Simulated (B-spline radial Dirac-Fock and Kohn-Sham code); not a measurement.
## Two-hole binding energies of W³⁺

System: W³⁺, 1s2 2s2 2p6 3s2 3p6 3d10 4s2 4p6 4d10 4f14 5s2 5p6 5d3.

Level of theory: Dirac-Fock energy differences between relaxed states, corrected for Breit and QED terms; an atomic code on a B-spline grid. U is the two-hole binding energy less the two single-hole energies, the effective repulsion of the holes after relaxation. Each two-hole energy is an average over J within one jj subconfiguration.

```tsv
holes	E(a) (eV)	E(b) (eV)	E(ab) (eV)	U (eV)
1s⁻²	69560.1	69560.1	140511.6	1391.3
1s⁻¹ 3d3/2⁻¹	69560.1	1910.6	71570.4	99.7
2s⁻¹ 2p1/2⁻¹	12146.2	11582.7	23938.5	209.6
2s⁻¹ 2p3/2⁻¹	12146.2	10245.2	22586.4	195.0
2p3/2⁻²	10245.2	10245.2	20722.5	232.1
2s⁻¹ 3p1/2⁻¹	12146.2	2616.7	14854.8	91.9
2s⁻¹ 3d5/2⁻¹	12146.2	1848.2	14087.1	92.7
2p3/2⁻¹ 3s⁻¹	10245.2	2865.3	13196.4	85.9
2p3/2⁻¹ 3d3/2⁻¹	10245.2	1910.6	12253.9	98.1
3p1/2⁻²	2616.7	2616.7	5303.1	69.7
4d3/2⁻²	299.3	299.3	626.4	27.9
4d3/2⁻¹ 4d5/2⁻¹	299.3	286.8	614.3	28.3
5p1/2⁻²	86.79	86.79	?	?
5p3/2⁻²	76.73	76.73	169.6	16.1
```

Question: Give the missing two-hole energy and U.

Answer: E(ab) = 191.3 eV and U = 17.7 eV.

Values without a named source are computed, but for edge energies of neutral atoms, which are taken from tables.
